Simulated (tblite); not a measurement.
Input of a run (GFN2-xTB geometry optimisation, gas phase (tblite 0.8.0)), started from a force field or distance geometry:
```
{"job": {"kind": "relax", "xc": "GFN2-xTB", "basis": "xTB"}, "charge": 0, "multiplicity": 1}
C     -2.248900     1.271500     0.247700
C     -1.513900     0.283000    -0.161800
C     -1.671900    -1.047400    -0.821800
O     -0.560100    -0.797500    -1.620300
Si     0.226800    -0.246400    -0.192200
O      1.379400     0.980300    -0.473700
Si     2.927600     0.323900    -0.200800
H     -3.313700     1.250000     0.109800
H     -1.818900     2.147700     0.734700
H     -2.650300    -1.141700    -1.334700
H     -1.439500    -1.914600    -0.148600
H      0.619400    -1.356900     0.663300
H      3.950600     1.345400     0.049500
H      3.265800    -0.535300    -1.351300
H      2.843300    -0.554000     0.972600
```

Output (eV, eV/Å):
```
step      E/eV     max force
  0    -601.89092    3.698
  1    -602.36681    2.091
  2    -602.66686    1.895
  3    -602.79016    1.120
  4    -602.86511    0.779
  5    -602.91993    0.609
  6    -602.97246    0.598
  7    -603.03413    0.769
  8    -603.08240    0.572
  9    -603.11051    0.425
 10    -603.13978    0.571
 11    -603.18295    0.803
 12    -603.24073    0.915
 13    -603.30637    0.954
 14    -603.37477    0.652
 15    -603.42679    0.495
 16    -603.46213    0.478
 17    -603.49118    0.422
 18    -603.51020    0.388
 19    -603.52680    0.490
 20    -603.54403    0.460
 21    -603.56083    0.316
 22    -603.57801    0.295
 23    -603.59074    0.356
 24    -603.61335    0.339
 25    -603.62798    0.261
 26    -603.63756    0.221
 27    -603.64423    0.217
 28    -603.65008    0.211
 29    -603.65487    0.168
 30    -603.65903    0.156
 31    -603.66322    0.187
 32    -603.66752    0.166
 33    -603.67215    0.193
 34    -603.67741    0.175
 35    -603.68248    0.154
 36    -603.68655    0.114
 37    -603.68930    0.107
 38    -603.69108    0.106
 39    -603.69260    0.109
 40    -603.69432    0.087
 41    -603.69737    0.114
 42    -603.69902    0.128
 43    -603.70122    0.127
 44    -603.70277    0.117
 45    -603.70417    0.107
 46    -603.70540    0.103
 47    -603.70671    0.075
 48    -603.70786    0.075
 49    -603.70873    0.063
 50    -603.70950    0.061
 51    -603.71039    0.068
 52    -603.71128    0.064
 53    -603.71224    0.076
 54    -603.71349    0.076
 55    -603.71512    0.105
 56    -603.71678    0.090
 57    -603.71797    0.080
 58    -603.71863    0.078
 59    -603.71906    0.061
 60    -603.71958    0.038
 61    -603.72014    0.048
 62    -603.72066    0.055
 63    -603.72104    0.055
 64    -603.72133    0.054
 65    -603.72162    0.051
 66    -603.72199    0.043
 67    -603.72241    0.045
 68    -603.72278    0.042
 69    -603.72306    0.039
 70    -603.72330    0.033
 71    -603.72358    0.041
 72    -603.72387    0.038
 73    -603.72414    0.040
 74    -603.72437    0.038
 75    -603.72458    0.038
 76    -603.72481    0.040
 77    -603.72505    0.039
 78    -603.72528    0.039
 79    -603.72550    0.046
 80    -603.72573    0.043
 81    -603.72595    0.034
 82    -603.72609    0.052
 83    -603.72625    0.035
 84    -603.72640    0.029
 85    -603.72675    0.032
 86    -603.72698    0.029
 87    -603.72720    0.025
 88    -603.72734    0.033
 89    -603.72744    0.036
 90    -603.72720    0.126
 91    -603.72769    0.024
 92    -603.72780    0.023
 93    -603.72783    0.086
 94    -603.72819    0.026
 95    -603.72829    0.028
 96    -603.72831    0.073
 97    -603.72867    0.027
 98    -603.72884    0.025
 99    -603.72949    0.064
100    -603.72980    0.050
101    -603.73015    0.049
102    -603.73136    0.072
103    -603.73203    0.094
104    -603.73273    0.079
105    -603.73337    0.098
106    -603.73323    0.090
107    -603.73421    0.065
108    -603.73458    0.079
109    -603.73529    0.078
110    -603.73616    0.088
111    -603.73686    0.057
112    -603.73722    0.078
113    -603.73759    0.073
114    -603.73783    0.045
115    -603.73823    0.034
116    -603.73844    0.033
117    -603.73860    0.040
118    -603.73877    0.035
119    -603.73893    0.021
120    -603.73905    0.019
121    -603.73913    0.019
122    -603.73919    0.019
123    -603.73925    0.024
124    -603.73930    0.018
125    -603.73934    0.013
126    -603.73937    0.013
127    -603.73940    0.009
```

**Question.** Summarise the run.

**Answer.** The energy falls by 178.4 kJ/mol over 127 L-BFGS steps, the largest force on an atom goes from 3.70 to 0.009 eV/Å, and the atoms move by 1.039 Å rms after alignment. The bond that changes most is Si5–O6 (oxygen-bound silicon to siloxane oxygen), which shortens by 0.097 Å. Bonds longer at the end by more than 0.005 Å: 5 of 15; shorter: 9. Among the angles that change most is Si5–O6–Si7, from 108.1° to 153.6°. Among the dihedrals that turn most is O4–Si5–O6–Si7, from -110° to 39°. The energy rose by more than 1e-5 eV at steps 90 and 106. The first step brought 26 % of the lowering.

**Question.** What are the final bond lengths?

**Answer.** C1=C2 1.318 Å, C2–C3 1.505 Å, C3–O4 1.434 Å, O4–Si5 1.658 Å, Si5–O6 1.609 Å, O6–Si7 1.628 Å, C2–Si5 1.888 Å, C1–H8 1.081 Å, C1–H9 1.077 Å, C3–H10 1.092 Å, C3–H11 1.093 Å, Si5–H12 1.450 Å, Si7–H13 1.463 Å, Si7–H14 1.460 Å, Si7–H15 1.460 Å. Numbering counts from 1 in the input's order; the species is `C=C1CO[Si@H]1O[SiH3]`.

GFN2-xTB frequencies show an imaginary mode (28i cm⁻¹), so the point is no minimum at that level.

The numbers are calculated, not measured.
